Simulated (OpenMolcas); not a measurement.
# B II: effect of the basis set

```yaml
Program: OpenMolcas 26.06
Method: "SS-CASPT2, IPEA 0.25 Eh, imaginary shift 0.1 Eh (closed shells correlated: 1s)"
Active_space: 2 electrons in 4 orbitals (2s 2p)
State_averaging: 2S+1 = 3 even, 3 roots; 2S+1 = 1 even, 7 roots; 2S+1 = 3 odd, 3 roots; 2S+1 = 1 odd, 3 roots
Spin-orbit_coupling: state interaction with AMFI integrals over the reference wave functions, term energies averaged over their components
```

A. ANO-RCC-VDZP [3s2p1d], DKH2, point nucleus; CASPT2 step of the order of 1.9 core-seconds
B. ANO-L-VTZP [4s3p2d1f], non-relativistic, point nucleus; CASPT2 step of the order of 1.4 core-seconds
C. ANO-RCC-VTZP [4s3p2d1f], DKH2, point nucleus; CASPT2 step of the order of 2.2 core-seconds
D. ANO-R2 [4s4p2d1f], X2C, finite nucleus; CASPT2 step about 1.4 core-seconds
E. ANO-R3 [4s4p2d1f], X2C, finite nucleus; CASPT2 step of the order of 1.1 core-seconds
F. ANO-RCC-VQZP [5s4p3d2f1g], DKH2, point nucleus; CASPT2 step about 1.4 core-seconds

Energies in cm-1 above 2s2 1S0, the measured ground level; measured values from NIST Handbook of Basic Atomic Spectroscopic Data.

```tsv
Level	A	B	C	D	E	F	Measured
2s2 1S0	0.0	0.0	0.0	0.0	0.0	0.0	0.0
2s 2p 3P* 0	37430	37730	37290	37470	37470	37320	37336
2s 2p 3P* 1	37440	37740	37300	37480	37480	37330	37342
2s 2p 3P* 2	37450	37750	37310	37500	37500	37340	37358
2s 2p 1P* 1	77170	76980	75600	75390	75390	74960	73397
2p2 3P0	99720	100450	99190	99400	99400	99210	98911
2p2 3P1	99730	100460	99200	99400	99400	99220	98920
2p2 3P2	99750	100470	99210	99420	99420	99230	98933
2p2 1D2	106500	106370	104790	104910	104910	104410	102363
2p2 1S0	133840	133810	131330	130670	130670	129980	127661
```

Deviations, from unrounded energies. A percentage is the sum of absolute deviations over the sum of measured energies, with the sign that they share, or ± where signs differ.

| Against measurement | Levels | A | B | C | D | E | F |
| --- | --- | --- | --- | --- | --- | --- | --- |
| mean absolute deviation (cm-1) | 9 | 1900 | 2200 | 1000 | 1000 | 1000 | 760 |
| other configurations (%) | 9 | +2.4 | +2.7 | ±1.3 | +1.3 | +1.3 | ±1.0 |

F lies closest to measurement on these levels and B furthest from it. The largest miss of F in the table is 2p2 1S0, by +2300 cm-1. The ranking rests on the paired levels alone, and a cruder setting can come out closer through cancelling errors.

Among A to F the level of the table that moves most is 2p2 1S0, by 3900 cm-1 (lowest in F, highest in A). Moves below CASPT2's spread within the term are not significant.

CASPT2 breaks the degeneracy within a term, and the mean is taken; among the terms shown or strongly mixed into the levels shown the widest spread is 230 cm-1 (2p2 1D, B). Measured partners are found by configuration, term and J. A level has none where our copy of the source lacks it or the pairing is in doubt (some pairs that miss far off the trend of their configuration count as doubtful), and it then counts in no deviation. Levels of configurations outside the active space are missing.

* marks odd parity.
